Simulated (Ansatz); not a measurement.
Basis sets compared for PbO2H2 (the lowest singlet isomer of a short search). Charge 0, multiplicity 1. Geometry PBE0-D4/def2-TZVP. Ansatz on 4 threads of Arm Neoverse V1 on a shared host; times are rough, and most runs start from earlier orbitals.

```xyz
5

Pb    0.370   -1.190   -0.410
O     1.678    0.407   -0.264
O    -1.199    0.015    0.272
H    -2.055   -0.414    0.346
H     1.206    1.184    0.056
```

In the def2 sets Pb takes a core potential; there is no spin–orbit coupling. The structure comes from a short search, and lower isomers may exist.

Binding counts from free atoms (Pb triplet, O triplet, H doublet) in the same basis, without a counterpoise term.

```csv
level,functions,energy (Eh),HOMO (eV),LUMO (eV),binding per atom (eV),wall time
PBE-D4/def2-SVP,64,-344.3078,-6.00,-2.39,3.39,0.4 s
PBE-D4/def2-TZVP (with forces),124,-344.5207,-6.35,-2.63,3.47,0.8 s
r2SCAN-D4/def2-TZVP,124,-344.6574,-6.64,-2.49,3.34,1.4 s
PBE0-D4/def2-SVP,64,-344.2663,-7.36,-1.80,3.17,0.55 s
PBE0-D4/def2-TZVP,124,-344.4760,-7.61,-2.00,3.26,1.2 s
```

Problem. Estimate the rows for PBE-D4/def2-TZVPD, r2SCAN-D4/def2-TZVPD, PBE0-D4/def2-TZVPD.

Solution. 
| level | functions | energy (Eh) | HOMO (eV) | LUMO (eV) | binding per atom (eV) | wall time |
| --- | --- | --- | --- | --- | --- | --- |
| PBE-D4/def2-TZVPD | 154 | -344.5258 | -6.49 | -2.74 | 3.48 | 0.95 s |
| r2SCAN-D4/def2-TZVPD | 154 | -344.6614 | -6.74 | -2.56 | 3.36 | 1.9 s |
| PBE0-D4/def2-TZVPD | 154 | -344.4803 | -7.72 | -2.09 | 3.28 | 1.1 s |
